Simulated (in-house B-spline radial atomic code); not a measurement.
A fraction x of an electron is added to 6s in neutral caesium, starting from [Xe] 6s1 and keeping the highest spin. Level of theory: scalar-relativistic (X2C) OLYP, spin-polarised, spherical fractional occupations, Fermi nucleus of rms radius 4.8041 fm; calculated with a radial B-spline atomic code at the basis-set limit.

```
  x  E(x) - E(0) (eV)  6s down level (eV)
  0            0.0000                   -
0.1           -0.1967              -1.715
0.2           -0.3427              -1.223
0.3                 ?                   ?
0.4           -0.5129              -0.527
0.5                 ?                   ?
0.6           -0.5658              -0.022
```

**Question.** What belongs in the row x = 0.3?

**Answer.** An energy change of -0.4451 eV; 6s down at -0.839 eV.

**Question.** What belongs in the row x = 0.5?

**Answer.** An energy change of -0.5519 eV; 6s down at -0.260 eV.

**Question.** Check Janak's theorem between x = 0.1 and 0.2.

**Answer.** The slope of the energy is -1.46 eV; the orbital levels give -1.47 eV (ε of the filling orbital, averaged over the two points).

**Question.** Up to what added charge does this functional bind the extra electron?

**Answer.** The highest level rises by about 2.4 eV per electron near x = 0.6 and would reach zero near x = 0.61, so a whole extra electron isn't bound at the basis-set limit.
